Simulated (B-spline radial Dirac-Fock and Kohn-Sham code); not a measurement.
## Elastic and transport cross sections of zirconium for electrons

Model: relativistic (Dirac) partial waves in the static field of the Dirac-Fock atom with Furness-McCarthy exchange, without polarisation or absorption potentials. Program: a B-spline atomic structure program. σ_tr1 and σ_tr2 weight the cross section with 1 − P₁ and 1 − P₂ of cos θ; "backward" is the share scattered beyond 90°.

```
energy (eV)  σ (a₀²)  σ_tr1 (a₀²)  σ_tr2 (a₀²)  σ/σ_tr1  backward (%)
      14400     1.90       0.0352       0.0745     54.0          0.33
      19900     1.50       0.0209       0.0461     71.8          0.21
      20000     1.50       0.0207       0.0457     72.1          0.21
      23200        ?            ?            ?        ?             ?
      30000     1.10       0.0107       0.0245      104          0.12
      32400     1.04      0.00939       0.0218      111          0.11
      33600     1.01      0.00884       0.0205      115          0.11
      50000    0.752      0.00456       0.0109      165         0.064
      52500    0.725      0.00421       0.0101      172         0.060
      55600    0.694      0.00382      0.00923      182         0.056
     100000    0.454      0.00144      0.00360      316         0.026
     112000    0.420      0.00119      0.00300      353         0.022
     142000    0.360     0.000806      0.00206      446         0.016
     200000    0.293     0.000463      0.00120      633        0.0099
     300000    0.237     0.000244     0.000643      975        0.0055
```

Task: Fill in the row for 23.2 keV.

Result: σ = 1.34 a₀², σ_tr1 = 0.0163 a₀², σ_tr2 = 0.0365 a₀², σ/σ_tr1 = 82.3, backward 0.17 %. The ratio σ/σ_tr1 is roughly the number of elastic collisions that randomise the direction.

Values without a named source are computed, but for edge energies of neutral atoms, which are taken from tables.
